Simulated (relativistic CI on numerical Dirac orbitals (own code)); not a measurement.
## Line list: Electric-dipole lines, Zr XXXI

Computed by Dirac-Coulomb-Breit CI, separate exchange-only KLI orbitals for each configuration, QED by a radiative potential, unscaled Slater integrals (own radial code, finite nucleus).

Configurations in the expansion (outside the closed core 1s2): 2s2 2p6, 2s2 2p5 3s, 2s2 2p5 3p, 2s2 2p5 3d, 2s 2p6 3s, 2s 2p6 3p, 2s 2p6 3d, 2s2 2p5 4s, 2s2 2p5 4p, 2s2 2p5 4d, 2s2 2p5 4f, 2s 2p6 4s, 2s 2p6 4p, 2s2 2p4 3s2, 2s 2p6 4d, 2s 2p6 4f, 2s2 2p5 5s, 2s2 2p5 5p, 2s2 2p4 3s 3p, 2s2 2p5 5d, 2s2 2p5 5f, 2s2 2p5 5g, 2s2 2p4 3p2, 2s2 2p4 3s 3d, 2s2 2p4 3p 3d, 2s 2p5 3s2, 2s2 2p4 3d2, 2s 2p5 3s 3p, 2s 2p6 5s, 2s 2p6 5p, 2s 2p5 3p2, 2s 2p5 3s 3d, 2s 2p6 5d, 2s 2p6 5f, 2s 2p6 5g, 2s 2p5 3p 3d. Levels of other configurations are missing.

| λ vac (Å) | Lower | Upper | A (s⁻¹) | E lower (Ry) | E upper (Ry) |
| --- | --- | --- | --- | --- | --- |
| 5.2008 | 2s2 2p6 1S_0 [1] | 2s2 2p5 3d 1P°_1 [27] | 1.43e+14 | 0.000 | 175.217 |
| 5.3767 | 2s2 2p6 1S_0 [1] | 2s2 2p5 3d 1P°_1 [23] | 1.36e+14 | 0.000 | 169.485 |
| 15.576 | 2s2 2p5 3s 3P°_2 [2] | 2s2 2p5 4p 3D_3 [42] | 2.68e+12 | 155.764 | 214.267 |
| 16.246 | 2s2 2p5 3p 3D_2 [5] | 2s2 2p5 4d 3F°_3 [48] | 5.37e+12 | 160.394 | 216.487 |
| 16.657 | 2s2 2p5 3p 3D_3 [6] | 2s2 2p5 4d 3F°_4 [50] | 6.55e+12 | 161.858 | 216.565 |
| 16.723 | 2s2 2p5 3p 3P_2 [9] | 2s2 2p5 4d 3D°_3 [52] | 5.25e+12 | 162.265 | 216.758 |
| 18.112 | 2s2 2p5 3d 3P°_1 [14] | 2s2 2p5 4f 3D_2 [56] | 7.61e+12 | 167.490 | 217.802 |
| 18.190 | 2s2 2p5 3d 3F°_2 [24] | 2s2 2p5 4f 3G_3 [72] | 1.27e+13 | 174.206 | 224.302 |
| 18.226 | 2s2 2p5 3d 3F°_3 [15] | 2s2 2p5 4f 3G_4 [55] | 1.24e+13 | 167.777 | 217.776 |
| 18.237 | 2s2 2p5 3d 3D°_2 [16] | 2s2 2p5 4f 3F_3 [58] | 7.91e+12 | 167.893 | 217.861 |
| 18.249 | 2s 2p6 3d 3D_3 [36] | 2s 2p6 4f 3F°_4 [119] | 7.72e+12 | 189.904 | 239.838 |
| 18.260 | 2s2 2p5 3d 3F°_4 [17] | 2s2 2p5 4f 3G_5 [57] | 1.35e+13 | 167.925 | 217.829 |
| 18.294 | 2s2 2p5 3d 3P°_2 [25] | 2s2 2p5 4f 3D_3 [75] | 1.29e+13 | 174.566 | 224.377 |
| 18.323 | 2s2 2p5 3d 1D°_2 [18] | 2s2 2p5 4f 1F_3 [60] | 1.03e+13 | 168.167 | 217.900 |
| 18.345 | 2s2 2p5 3d 3F°_3 [26] | 2s2 2p5 4f 3G_4 [74] | 1.35e+13 | 174.699 | 224.372 |
| 18.422 | 2s2 2p5 3d 3D°_3 [20] | 2s2 2p5 4f 3F_4 [61] | 1.16e+13 | 168.465 | 217.931 |
| 18.553 | 2s2 2p5 3d 1P°_1 [27] | 2s2 2p5 4f 3F_2 [73] | 1.09e+13 | 175.217 | 224.333 |
| 18.828 | 2s2 2p5 3d 1P°_1 [23] | 2s2 2p5 4f 1D_2 [59] | 1.04e+13 | 169.485 | 217.884 |
| 39.619 | 2s2 2p5 4d 3F°_3 [48] | 2s2 2p5 5f 3G_4 [106] | 2.17e+12 | 216.487 | 239.488 |
| 39.710 | 2s2 2p5 4d 3F°_4 [50] | 2s2 2p5 5f 3G_5 [108] | 2.36e+12 | 216.565 | 239.513 |
| 39.955 | 2s2 2p5 4d 3D°_3 [52] | 2s2 2p5 5f 3F_4 [113] | 2.06e+12 | 216.758 | 239.565 |
| 41.757 | 2s2 2p5 4f 3G_4 [55] | 2s2 2p5 5g 1H°_5 [114] | 3.85e+12 | 217.776 | 239.599 |
| 41.785 | 2s2 2p5 4f 3G_3 [72] | 2s2 2p5 5g 3H°_4 [136] | 3.82e+12 | 224.302 | 246.110 |
| 41.821 | 2s2 2p5 4f 3G_5 [57] | 2s2 2p5 5g 3H°_6 [115] | 3.95e+12 | 217.829 | 239.618 |
| 41.832 | 2s2 2p5 4f 3F_2 [73] | 2s2 2p5 5g 3G°_3 [137] | 3.67e+12 | 224.333 | 246.117 |
| 41.870 | 2s2 2p5 4f 3F_3 [58] | 2s2 2p5 5g 1G°_4 [116] | 2.54e+12 | 217.861 | 239.625 |
| 41.879 | 2s2 2p5 4f 3D_3 [75] | 2s2 2p5 5g 3F°_4 [139] | 3.87e+12 | 224.377 | 246.137 |
| 41.882 | 2s2 2p5 4f 3G_4 [74] | 2s2 2p5 5g 3H°_5 [138] | 3.94e+12 | 224.372 | 246.130 |
| 41.970 | 2s2 2p5 4f 3F_4 [61] | 2s2 2p5 5g 3G°_5 [117] | 3.64e+12 | 217.931 | 239.643 |
| 149.53 | 2s2 2p5 3s 3P°_2 [2] | 2s2 2p5 3p 3D_3 [6] | 2.72e+10 | 155.764 | 161.858 |

Terms are leading LS components. Brackets give the number of a level in order of energy, since labels repeat. The list gives strong lines, with weight on those to low levels, without lines whose two gauges differ by over a factor of 2.5, among the lowest 157 of 838 levels, so that lines to higher ones, which can be the strongest, are missing. Levels whose partners in the same complex of configurations lie outside the list can be far off, and so can their lines. Rates are taken at the computed energies, electric ones in the length gauge.

At this charge energies of transitions that change n are usually good to better than 1 %, and those within a shell (Δn = 0) to a few per cent.

LS names give the leading component of a level, which can be under half, so a name can repeat, a term be missing and a line seem to break the LS rules.
